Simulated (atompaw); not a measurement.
Ranking PAW (atompaw) potentials for Ir

All share these settings but for the change named:

```json
{
  "Element": "Ir (Z = 77)",
  "Generator": "atompaw 4.2.0.5",
  "Type": "PAW",
  "Functional": "PBE",
  "Relativity": "scalar-relativistic",
  "Frozen core": "[Kr] 4d10 4f14",
  "Valence charge": "17",
  "Reference configuration": "5s2 5p6 5d8 6s1 6p0",
  "Partial waves": "5s (bound): rc 1.35 bohr; 6s (bound): rc 1.80 bohr; 5p (bound): rc 1.80 bohr; 6p (bound, empty): rc 2.40 bohr; 5d (bound): rc 2.40 bohr; 5d channel at 2 Ry: rc 2.40 bohr; 5f channel at 0.2 Ry: rc 2.40 bohr; 5f channel at 1.7 Ry: rc 1.80 bohr",
  "Local potential": "vpsmatchnc scheme with l = 4 at -0.5 Ry, radius 1.75 bohr",
  "Core correction": "smooth core density matched at 2.30 bohr",
  "Augmentation charge": "gaussian compensation charge, radius 1.85 bohr; PAW radius 2.40 bohr; waves and projectors: custom polynom2 7 10 vanderbiltortho"
}
```

Cutoff: the first of the cutoffs (Ry, on a coarse ladder) from which the occupation-weighted sum of valence levels, in a spherical-Bessel basis at the reference potential, stays within 10 and 1 mRy of its value at 400 Ry; the density cutoff is not measured.

The base gives 35 Ry.

Of 9 variants that were run, those that failed, showed a ghost or another fault, or gave nearly equal values are left out.

A variant can come out equal or close to the base.

Problem. Rank these variants from softest to hardest (loose cutoff).
A. all radii scaled by about 1.18 (s 1.60, p 2.12, d 2.84, f 2.84 bohr); local potential vpsmatchnc scheme with l = 4 at -0.5 Ry, radius 2.06 bohr; augmentation gaussian compensation charge, radius 2.18 bohr; PAW radius 2.84 bohr; waves and projectors: custom polynom2 7 10 vanderbiltortho; core correction smooth core density matched at 2.72 bohr
B. all radii scaled by about 1.12 (s 1.50, p 2.02, d 2.68, f 2.68 bohr); local potential vpsmatchnc scheme with l = 4 at -0.5 Ry, radius 1.96 bohr; augmentation gaussian compensation charge, radius 2.06 bohr; PAW radius 2.68 bohr; waves and projectors: custom polynom2 7 10 vanderbiltortho; core correction smooth core density matched at 2.56 bohr
C. all radii scaled by about 1.07 (s 1.44, p 1.92, d 2.56, f 2.56 bohr); local potential vpsmatchnc scheme with l = 4 at -0.5 Ry, radius 1.86 bohr; augmentation gaussian compensation charge, radius 1.96 bohr; PAW radius 2.56 bohr; waves and projectors: custom polynom2 7 10 vanderbiltortho; core correction smooth core density matched at 2.44 bohr
D. all radii scaled by about 1.28 (s 1.72, p 2.30, d 3.08, f 3.08 bohr); local potential vpsmatchnc scheme with l = 4 at -0.5 Ry, radius 2.24 bohr; augmentation gaussian compensation charge, radius 2.36 bohr; PAW radius 3.08 bohr; waves and projectors: custom polynom2 7 10 vanderbiltortho; core correction smooth core density matched at 2.94 bohr

Solution. D (21 Ry), A (25 Ry), B (30 Ry), C (35 Ry).
